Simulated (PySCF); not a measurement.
C4H11FSi, SMILES CCC[C@@H](F)[SiH3].

Geometry: r2SCAN-D4/def2-SVP. The structure was generated by enumeration; whether it is a known compound was not checked. The values are those of a single conformer.

The numbers are results of PBE/def2-TZVP run with PySCF, not measurements.

The molecule is in vacuum.

The total energy comes out as -548.00217 hartree and the highest occupied level is -6.81 eV. The lowest empty level is -0.22 eV and the orbital gap is 6.59 eV. The dipole moment comes out as 1.55 D, the quadrupole, principal values (traceless, Buckingham form, about the centre of nuclear charge) comes out as -3.44, 0.77, 2.67 D·Å and the mean static polarisability is 81.3 bohr³ (12.05 Å³). The polarisability, principal values is 71.0, 73.8, 99.1 bohr³.
